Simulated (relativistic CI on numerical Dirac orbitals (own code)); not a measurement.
Sc³⁺ in a cubic cluster: 3p photoemission with charge transfer

Computed with a charge-transfer multiplet model of a cubic metal-ligand cluster with up to 2 ligand holes, Slater and spin-orbit integrals from Dirac-Coulomb-Breit ions, Slater integrals scaled by 0.8. The parameters are those of a tetrahedral site (10Dq negative, t2 hopping the larger). The ground state mixes d0 with configurations of k ligand holes L, whose averages lie at kΔ + k(k − 1)U_dd/2; a core hole lowers each added d electron by U_cd. 300 K, Lorentzian 0.9 eV and Gaussian 0.8 eV FWHM.

Atomic integrals in eV (Slater integrals scaled, ζ unscaled), ground: F2dd 4.710, F4dd 2.885, zeta_d 0.005; with the core hole: F2dd 4.710, F4dd 2.885, zeta_d 0.012, zeta_core 0.361, F2cd 7.734, G1cd 9.660, G3cd 5.869. Where a configuration has fewer than two d electrons, the dd integrals are those of d2.

Cluster parameters (eV): U_dd = 4.8, U_cd = 5.9, 10Dq = -0.2, 10Dq(ligand) = 0, V(eg) = 1.32, V(t2g) = -2.25, final-state hopping factor = 1.

Weights, n_d and S are thermal averages at 300 K. Binding energies count from the first peak over 30 % of the highest in each spectrum, which can be another peak from case to case. The parameters are a model scan and need not match a compound or its usual spin state. Peaks in eV (height, largest 100): 0.0 (100), 3.1 (7), 5.3 (8), 11.2 (16).

Which parameters give this spectrum?
A. Δ = 4.1 eV
B. Δ = 1.1 eV
C. Δ = 7.1 eV

A. Δ = 4.1 eV; the ground state then has 0.60 d electrons and S = 0.00. The choice follows from running the model for each set and comparing peak positions and heights. The space is cut while the next configuration still counts.
